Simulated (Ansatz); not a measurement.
Coupled-cluster diagnostics for CrO3⁻ (the lowest doublet isomer of a short search), Ansatz.

Geometry of the doublet (PBE-D4/def2-TZVPD):

Cartesian coordinates in Å:
```
Cr 0.001 0.002 -0.003
O 0.692 -1.277 -0.751
O 0.915 1.011 0.903
O -1.607 0.264 -0.148
```

Correlated methods freeze 8 core orbitals; core or outer-core shells of Cr are correlated, in sets that lack core-valence functions. In CCSD on the charge -1 sextet the largest single amplitude is 0.50, so its Hartree–Fock determinant may place the open shell otherwise than the density functionals do. The structure comes from a short search, and lower isomers may exist.

Geometry of the charge -1 quartet (PBE-D4/def2-TZVPD):

Cartesian coordinates in Å:
```
Cr -0.003 0.009 0.106
O -0.764 -1.230 0.888
O 0.042 -0.143 -1.703
O 0.724 1.364 0.709
```

Geometry of the charge -1 sextet (PBE-D4/def2-TZVPD):

```xyz
4

Cr    0.136    0.029    0.255
O     1.480   -0.808   -0.614
O    -1.361   -0.748    0.900
O    -0.256    1.527   -0.541
```

(1) Estimate the CCSD(T) correlation energy, the shares of MP2 and (T), T1 and the reference's ⟨S²⟩ for: charge -1, doublet, own geometry in def2-SVPD; charge -1, quartet, own geometry in def2-SVPD; charge -1, sextet, own geometry in def2-SVPD; and the rough time on 4 threads of Intel Xeon Platinum 8488C on a shared host.

Answers

(1) 
| state | basis | correlation (eV) | MP2 share (%) | (T) share (%) | T1 | ⟨S²⟩ (pure) | wall time | remarks |
| --- | --- | --- | --- | --- | --- | --- | --- | --- |
| charge -1, doublet, own geometry | def2-SVPD | -29.025 | 84.8 | 6.8 | 0.096 | 2.62 (0.75) | 20 s | flagged by the program, large T1 (0.096), spin-contaminated (⟨S²⟩ 2.62) |
| charge -1, quartet, own geometry | def2-SVPD | -26.659 | 81.6 | 6.0 | 0.113 | 5.14 (3.75) | 22 s | flagged by the program, large T1 (0.113), spin-contaminated (⟨S²⟩ 5.14) |
| charge -1, sextet, own geometry | def2-SVPD | -23.477 | 83.5 | 5.3 | 0.115 | 9.65 (8.75) | 64 s | flagged by the program, large T1 (0.115), spin-contaminated (⟨S²⟩ 9.65) |
Customary marks for T1 are 0.02 (closed shells), 0.045 (open shells) and about 0.05 (3d metals). T1 exceeds 0.02 in 3 of 3 rows and 0.045 in 3; the higher it lies, the less the single-reference result can be trusted.
